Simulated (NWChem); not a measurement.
System: PbHSI, singlet; SMILES [I][Pb][SH]

NWChem printed, in part:

```
             Northwest Computational Chemistry Package (NWChem) 7.3.0
             --------------------------------------------------------

 CS  symmetry detected

                             Geometry "geometry" -> ""
                             -------------------------

 Output coordinates in angstroms (scale by  1.889725989 to convert to a.u.)

  No.       Tag          Charge          X              Y              Z
 ---- ---------------- ---------- -------------- -------------- --------------
    1 Pb                  82.0000     0.46376922    -0.87549991     0.00000000
    2 I                   53.0000    -0.09205709     1.89896389     0.00000000
    3 S                   16.0000    -1.96947810    -1.62005649     0.00000000
    4 H                    1.0000    -1.63840082    -2.93318920     0.00000000

 Effective nuclear repulsion energy (a.u.)    1224.6520986014

      Symmetry information
      --------------------

 Group name             Cs
 Group number              2
 Group order               2
 No. of unique centers     4

 Summary of "ao basis" -> "ao basis" (spherical)
 ------------------------------------------------------------------------------
       Tag                 Description            Shells   Functions and Types
 ---------------- ------------------------------  ------  ---------------------
 Pb                         def2-svp                10       26   4s4p2d
 I                          def2-svp                10       26   4s4p2d
 S                          def2-svp                 8       18   4s3p1d
 H                          def2-svp                 3        5   2s1p

      Symmetry analysis of basis
      --------------------------

        a'         53
        a"         22

            General Information
            -------------------
          SCF calculation type: DFT
          Wavefunction type:  closed shell.
          No. of atoms     :     4
          No. of electrons :    64
           Alpha electrons :    32
            Beta electrons :    32
          Charge           :     0
          Spin multiplicity:     1
          Use of symmetry is: on ; symmetry adaption is: on
          Maximum number of iterations: 150
          AO basis - number of functions:    75
                     number of shells:    31
          Convergence on energy requested:  1.00D-06
          Convergence on density requested:  1.00D-05
          Convergence on gradient requested:  5.00D-04

              XC Information
              --------------
          PerdewBurkeErnzerhof Exchange Functional  1.000
            Perdew 1991 LDA Correlation Functional  1.000 local
           PerdewBurkeErnz. Correlation Functional  1.000 non-local

             Grid Information
             ----------------
          Grid used for XC integration:  coarse
          Radial quadrature: Mura-Knowles
          Angular quadrature: Lebedev.
          Tag              B.-S. Rad. Rad. Pts. Rad. Cut. Ang. Pts.
          ---              ---------- --------- --------- ---------
          Pb                  1.80      104           9.0       302
          I                   1.40      104          12.0       302
          S                   1.00       70          11.0       302
          H                   0.35       35          12.0       302
          Grid pruning is: on
          Number of quadrature shells:   313
          Spatial weights used:  Erf1

      Superposition of Atomic Density Guess
      -------------------------------------

 Sum of atomic energies:        -964.33381061

      Non-variational initial energy
      ------------------------------

 Total energy =    -886.488504
 1-e energy   =   -1886.404816
 2-e energy   =     757.968527
 HOMO         =      -0.275222
 LUMO         =      -0.046143

      Symmetry analysis of molecular orbitals - initial
      -------------------------------------------------

  Numbering of irreducible representations:

     1 a'          2 a"

  Orbital symmetries:

     1 a'          2 a'          3 a'          4 a'          5 a'
     6 a"          7 a'          8 a'          9 a'         10 a"
    11 a'         12 a'         13 a"         14 a'         15 a'
    16 a"         17 a'         18 a"         19 a'         20 a'
    21 a'         22 a"         23 a"         24 a'         25 a'
    26 a'         27 a'         28 a'         29 a"         30 a'
    31 a"         32 a'         33 a"         34 a'         35 a'
    36 a'         37 a'         38 a'         39 a'         40 a"
    41 a'         42 a"

     ---------------------------------------------
      Total Density - Mulliken Population Analysis
     ---------------------------------------------

    Atom       Charge   Shell Charges
 -----------   ------   -------------------------------------------------------
    1 Pb  22    20.87   2.99 -0.94  1.21  0.69  3.37  2.61  0.52  0.35  9.73  0.33
    2 I   25    25.62   1.83  0.22  1.24  0.68  2.92  3.14  2.73  2.86  9.83  0.19
    3 S   16    16.71   2.00  1.99  1.21  0.66  5.94  1.85  3.03  0.02
    4 H    1     0.80   0.58  0.19  0.03

   convergence    iter        energy       DeltaE   RMS-Dens  Diis-err
 ---------------- ----- ----------------- --------- --------- ---------
 d= 0,ls=0.0,diis     1   -889.0954813645 -1.13D+03  3.67D-02  4.60D-01
 d= 0,ls=0.0,diis     2   -888.4614048775  6.34D-01  2.70D-02  3.24D+00
 d= 0,ls=0.0,diis     3   -889.1699801461 -7.09D-01  7.16D-03  5.96D-02
 d= 0,ls=0.0,diis     4   -889.1713370055 -1.36D-03  4.73D-03  5.09D-02
 d= 0,ls=0.0,diis     5   -889.1823452091 -1.10D-02  1.19D-03  4.11D-03
  Resetting Diis
 d= 0,ls=0.0,diis     6   -889.1832634059 -9.18D-04  1.35D-04  1.20D-04
 d= 0,ls=0.0,diis     7   -889.1832823326 -1.89D-05  1.79D-04  1.00D-05
 d= 0,ls=0.0,diis     8   -889.1832688573  1.35D-05  1.30D-04  6.99D-05
 d= 0,ls=0.0,diis     9   -889.1832846265 -1.58D-05  1.54D-05  1.02D-06
 d= 0,ls=0.0,diis    10   -889.1832847983 -1.72D-07  2.77D-06  2.76D-08

         Total DFT energy =     -889.183284798259
      One electron energy =    -1888.156575026790
           Coulomb energy =      821.209334966436
    Exchange-Corr. energy =      -64.183829515378
 Nuclear repulsion energy =      241.947784777473

 Numeric. integr. density =       63.999971018206

                  Occupations of the irreducible representations
                  ----------------------------------------------

                     irrep           alpha         beta
                     --------     --------     --------
                     a'               23.0         23.0
                     a"                9.0          9.0

                       DFT Final Molecular Orbital Analysis
                       ------------------------------------

 Vector   30  Occ=2.000000D+00  E=-2.418082D-01  Symmetry=a"
              MO Center= -7.4D-01,  9.4D-03, -3.7D-16, r^2= 5.4D+00
   Bfn.  Coefficient  Atom+Function         Bfn.  Coefficient  Atom+Function
  ----- ------------  ---------------      ----- ------------  ---------------
    65      0.388706  3 S  pz                39      0.385096  2 I  pz
    42      0.340005  2 I  pz                62      0.277676  3 S  pz
    13      0.221592  1 Pb pz                16      0.177798  1 Pb pz
    59      0.159954  3 S  pz                36     -0.158006  2 I  pz
    33     -0.128082  2 I  pz                10     -0.078304  1 Pb pz

 Vector   31  Occ=2.000000D+00  E=-2.225057D-01  Symmetry=a"
              MO Center= -9.9D-01,  1.3D-01, -3.2D-14, r^2= 5.7D+00
   Bfn.  Coefficient  Atom+Function         Bfn.  Coefficient  Atom+Function
  ----- ------------  ---------------      ----- ------------  ---------------
    65     -0.462710  3 S  pz                39      0.429448  2 I  pz
    42      0.403636  2 I  pz                62     -0.319964  3 S  pz
    59     -0.183917  3 S  pz                36     -0.176156  2 I  pz
    33     -0.142496  2 I  pz                18     -0.052721  1 Pb d -1
    16     -0.041422  1 Pb pz                20      0.039224  1 Pb d  1

 Vector   32  Occ=2.000000D+00  E=-2.174846D-01  Symmetry=a'
              MO Center= -3.3D-01,  1.1D+00,  1.5D-16, r^2= 4.6D+00
   Bfn.  Coefficient  Atom+Function         Bfn.  Coefficient  Atom+Function
  ----- ------------  ---------------      ----- ------------  ---------------
    37      0.537972  2 I  px                40      0.505184  2 I  px
    63      0.276988  3 S  px                34     -0.220653  2 I  px
    60      0.187037  3 S  px                31     -0.178415  2 I  px
     3     -0.162536  1 Pb s                  4     -0.134235  1 Pb s
    11     -0.120185  1 Pb px                 1      0.108463  1 Pb s

 Vector   33  Occ=0.000000D+00  E=-1.257506D-01  Symmetry=a"
              MO Center=  2.0D-01, -7.7D-01,  8.1D-15, r^2= 4.5D+00
   Bfn.  Coefficient  Atom+Function         Bfn.  Coefficient  Atom+Function
  ----- ------------  ---------------      ----- ------------  ---------------
    13      0.584540  1 Pb pz                16      0.526417  1 Pb pz
    65     -0.303529  3 S  pz                42     -0.224191  2 I  pz
    10     -0.190692  1 Pb pz                 7     -0.184570  1 Pb pz
    39     -0.184434  2 I  pz                62     -0.178766  3 S  pz
    59     -0.101584  3 S  pz                36      0.075333  2 I  pz

[...]

                         DFT ENERGY GRADIENTS

    atom               coordinates                        gradient
                 x          y          z           x          y          z
   1 Pb      0.876397  -1.654455   0.000000   -0.005781   0.002221   0.000000
   2 I      -0.173963   3.588521   0.000000    0.000608  -0.003915   0.000000
   3 S      -3.721774  -3.061463   0.000000    0.006756  -0.003731   0.000000
   4 H      -3.096129  -5.542924   0.000000   -0.001583   0.005424   0.000000
```

Level: PBE/def2-SVP with def2 effective core potentials on I, Pb. Low-valent species are run as closed-shell singlets; no triplet was tried in these runs. All runs use the structure optimised with PBE0/def2-SVP. def2 effective core potentials on I, Pb; no spin-orbit coupling.

Problem. Reconstruct the input file.

Solution. Several could match; the one computed here: the input that was run:
```
start job
memory heap 200 mb stack 900 mb global 1100 mb
geometry units angstroms noautoz
  Pb     0.511766    -0.880399     0.000000
  I     -0.176973     1.864092     0.000000
  S     -1.882819    -1.741224     0.000000
  H     -1.488914    -3.036897     0.000000
end
basis spherical
  * library def2-svp
end
ecp
  I library def2-ecp
  Pb library def2-ecp
end
dft
  xc xpbe96 cpbe96
  grid coarse
  iterations 150
  mulliken
end
task dft gradient
```
